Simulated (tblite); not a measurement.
C5H9BF2Si.
Numbering: `[CH3:1][C:2]1=[CH:3][C@@H:4]1[Si@@H:5]([BH:6][F:7])[CH2:8][F:9]` (hydrogens: H10, H11, H12 on C1; H13 on C3; H14 on C4; H15 on Si5; H16 on B6; H17, H18 on C8)

Computed with GFN2-xTB (tblite), gas phase: L-BFGS steps from a force-field or distance-geometry start until the largest atomic force falls under 0.01 eV/Å.

The end geometry, which sets the zero of energy:
```
atom  x, y, z in Å
C1      2.6800    1.1448   -0.1613
C2      1.7442    0.1785   -0.7336
C3      1.1629   -0.4375   -1.7125
C4      0.6638   -0.8030   -0.3236
Si5    -1.0024   -0.1967    0.3573
B6     -1.5960    1.5026   -0.4622
F7     -1.0043    2.6205   -0.0915
C8     -2.2578   -1.6254    0.0262
F9     -3.5364   -1.2043    0.3565
H10     3.3174    1.5754   -0.9317
H11     2.1192    1.9418    0.3284
H12     3.3023    0.6630    0.5926
H13     1.0394   -0.6493   -2.7447
H14     1.0130   -1.7574    0.0756
H15    -0.8662   -0.1607    1.8312
H16    -2.4197    1.6540   -1.2910
H17    -2.3018   -1.9269   -1.0234
H18    -2.0664   -2.5132    0.6313
```

**Question.** These geometries come from the run, each turned onto the end geometry. Order them by energy, lowest first.
A.
```
atom  x, y, z in Å
C1      2.6737    1.1470   -0.1926
C2      1.7113    0.1731   -0.7066
C3      1.1212   -0.4755   -1.6595
C4      0.6376   -0.7950   -0.2515
Si5    -1.0392   -0.1711    0.3969
B6     -1.5503    1.5306   -0.4739
F7     -1.0225    2.6523   -0.0273
C8     -2.2421   -1.6264    0.0002
F9     -3.5515   -1.2690    0.2747
H10     3.0865    1.7466   -1.0026
H11     2.1862    1.8005    0.5313
H12     3.4882    0.6306    0.3175
H13     0.9783   -0.7165   -2.6837
H14     0.9860   -1.7379    0.1792
H15    -0.9539   -0.1402    1.8761
H16    -2.2582    1.6818   -1.4038
H17    -2.2249   -1.9128   -1.0540
H18    -2.0351   -2.5121    0.6033
```
B.
```
atom  x, y, z in Å
C1      2.6327    1.1966   -0.1972
C2      1.7430    0.1142   -0.6582
C3      1.1908   -0.5999   -1.5784
C4      0.6981   -0.8999   -0.1719
Si5    -0.9613   -0.2162    0.3611
B6     -1.3733    1.4819   -0.5395
F7     -1.1445    2.6031    0.0529
C8     -2.3019   -1.5370   -0.0600
F9     -3.4863   -1.1338    0.5337
H10     2.6502    1.9944   -0.9419
H11     2.2699    1.6242    0.7336
H12     3.6593    0.8336   -0.0022
H13     1.0973   -0.8641   -2.6058
H14     1.0177   -1.8568    0.2218
H15    -1.0105   -0.0426    1.8123
H16    -2.1604    1.4275   -1.4340
H17    -2.4889   -1.6034   -1.1311
H18    -2.0408   -2.5155    0.3285
```
C.
```
atom  x, y, z in Å
C1      2.6963    1.1481   -0.1820
C2      1.7334    0.1889   -0.7205
C3      1.1393   -0.4386   -1.6842
C4      0.6649   -0.7938   -0.2835
Si5    -1.0109   -0.1992    0.3836
B6     -1.5911    1.4950   -0.4568
F7     -1.0457    2.6247   -0.0524
C8     -2.2592   -1.6256    0.0127
F9     -3.5487   -1.1878    0.2723
H10     3.2570    1.6256   -0.9847
H11     2.1713    1.9113    0.3940
H12     3.3915    0.6422    0.4898
H13     0.9962   -0.6516   -2.7135
H14     1.0259   -1.7412    0.1217
H15    -0.9009   -0.1729    1.8595
H16    -2.3655    1.6278   -1.3356
H17    -2.2559   -1.9391   -1.0341
H18    -2.1067   -2.5077    0.6374
```
D.
```
atom  x, y, z in Å
C1      2.6883    1.1403   -0.1867
C2      1.7225    0.1836   -0.7263
C3      1.1122   -0.4474   -1.6775
C4      0.6515   -0.7876   -0.2695
Si5    -1.0182   -0.1825    0.4029
B6     -1.5774    1.5108   -0.4572
F7     -1.0330    2.6387   -0.0474
C8     -2.2386   -1.6286    0.0091
F9     -3.5449   -1.2289    0.2405
H10     3.2101    1.6655   -0.9839
H11     2.1677    1.8641    0.4388
H12     3.4165    0.6246    0.4389
H13     0.9470   -0.6786   -2.6995
H14     1.0067   -1.7366    0.1365
H15    -0.9128   -0.1313    1.8772
H16    -2.3254    1.6463   -1.3580
H17    -2.1993   -1.9310   -1.0410
H18    -2.0818   -2.5150    0.6266
```
E.
```
atom  x, y, z in Å
C1      2.6689    1.1738   -0.1969
C2      1.7303    0.1615   -0.6842
C3      1.1665   -0.5250   -1.6258
C4      0.6582   -0.8055   -0.2208
Si5    -1.0423   -0.1931    0.3649
B6     -1.5286    1.5194   -0.5002
F7     -1.0385    2.6297    0.0129
C8     -2.2865   -1.6207   -0.0203
F9     -3.5531   -1.2512    0.4057
H10     2.8984    1.8896   -0.9864
H11     2.2409    1.6953    0.6582
H12     3.6020    0.7044    0.1211
H13     1.0469   -0.8013   -2.6429
H14     1.0146   -1.7254    0.2459
H15    -0.9869   -0.1466    1.8417
H16    -2.1735    1.6928   -1.4729
H17    -2.3824   -1.8470   -1.0863
H18    -2.0435   -2.5445    0.5099
```

**Answer.** C (0.002 eV), D (0.006 eV), A (0.011 eV), E (0.021 eV), B (0.271 eV).

In the order of the answer:

| step | E above end (eV) | largest force (eV/Å) | rms force component (eV/Å) | rms distance from end (Å) | rms bond change (Å) | bond most changed (Å) |
| --- | --- | --- | --- | --- | --- | --- |
| 90 | 0.002 | 0.03 | 0.009 | 0.062 | 0.000 | C1–H12 +0.001 |
| 76 | 0.006 | 0.04 | 0.016 | 0.093 | 0.001 | Si5–C8 +0.002 |
| 63 | 0.011 | 0.07 | 0.022 | 0.146 | 0.001 | C4–Si5 +0.004 |
| 50 | 0.021 | 0.05 | 0.017 | 0.240 | 0.001 | C1–C2 +0.002 |
| 2 | 0.271 | 1.85 | 0.371 | 0.349 | 0.014 | B6–F7 -0.030 |

What follows is the cost of the whole relaxation. The run took 2.9 s wall on an Intel Xeon at 2.50 GHz with one thread, shared host with 64 logical CPUs at a one-minute load of 43.
